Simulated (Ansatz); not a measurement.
A nudged elastic band was laid between two geometries of AlH3O2 + H4Si (11 atoms, charge 0, multiplicity 1).

Computed with RHF/6-31G* in Ansatz 0.2.0.

```yaml
movable_images: 9
climbing_image: yes
spring: 5.0 eV/Å²
optimiser: quadratic models (default)
start_path: through a guess of the saddle point
force_threshold: 0.05 eV/Å
iteration_limit: 60
end_points: relaxed
```

First end point:

```xyz
11
Properties=species:S:1:pos:R:3
Al -0.143 -0.626 0.158
O -0.152 -1.540 1.587
H -0.908 -1.979 1.942
O 1.317 0.106 -0.298
H 2.113 0.021 0.204
H -1.401 -0.498 -0.773
Si 0.189 3.174 0.952
H 1.519 2.945 1.543
H 0.296 3.424 -0.493
H -0.448 4.330 1.612
H -0.664 1.986 1.189
```

Last end point:

```xyz
11
Properties=species:S:1:pos:R:3
Al -0.015 0.553 -0.020
O -0.473 -0.459 1.678
H -0.647 -0.017 2.502
O 1.458 -0.372 -0.057
H 1.802 -0.745 -0.853
H -1.132 0.159 -1.085
Si 0.096 2.904 0.776
H 0.975 3.078 1.965
H 0.597 3.847 -0.255
H -1.237 3.418 1.195
H 0.294 -1.021 1.780
```

(1) What changes between the two ends?

(2) Give the energies along the band, and the barrier.

(3) What is the geometry of the highest image?

The band took 32 iterations and about 8 core-minutes.

Answers

(1) Bonds broken: Si7–H11. Bonds formed: Al1–Si7, O2–H11. AlH3O2 + H4Si becomes AlH7O2Si.

(2) The run converged. The highest image is number 5 of 0 to 10, 2.44 eV above the first end and 1.69 eV above the last; the last end lies 0.75 eV above the first. Neighbouring images differ by up to 2.1 eV, so the band resolves the path poorly. A vibrational analysis at the climbing image gives one clearly imaginary mode, 1827i cm⁻¹: a first-order saddle point. The orbitals stay closed-shell, which can raise the energy where a bond breaks towards radicals; this wasn't checked here.

```
image  path coordinate (Å)  energy (eV)  Si7–H11 (Å)  Al1–Si7 (Å)  O2–H11 (Å)
    0                 0.00         0.00         1.48         3.90        3.58
    1                 0.90         0.02         1.48         3.86        3.31
    2                 1.79         0.05         1.48         3.78        3.05
    3                 2.69         0.23         1.48         3.49        2.68
    4                 3.59         0.37         1.48         3.25        2.23
    5                 4.48         2.44         1.92         2.76        1.22
    6                 5.29         1.26         2.60         2.52        0.96
    7                 6.10         0.87         3.22         2.48        0.95
    8                 6.91         0.82         3.63         2.48        0.95
    9                 7.72         0.79         3.86         2.48        0.95
   10                 8.53         0.75         4.06         2.48        0.96
```

(3) 
```xyz
11
Properties=species:S:1:pos:R:3:forces:R:3
Al 0.149 0.053 0.118 0.03 0.00 0.01
O -0.253 -0.352 1.854 0.00 0.01 0.00
H -1.094 -0.713 2.115 0.00 0.00 0.00
O 1.761 -0.297 -0.272 -0.03 0.01 -0.02
H 2.115 -0.311 -1.147 0.01 -0.01 0.01
H -1.049 -0.075 -0.900 0.00 0.00 0.00
Si 0.052 2.635 1.079 0.00 0.00 -0.01
H 1.086 3.220 1.961 0.00 0.00 0.00
H 0.408 3.020 -0.314 0.00 0.00 0.00
H -1.239 3.304 1.371 0.00 0.00 0.00
H -0.219 0.862 1.759 0.00 -0.02 0.01
```

Run time: 8 min on 1 thread of Arm Neoverse V1 (shared host), peak memory 0.16 GiB.
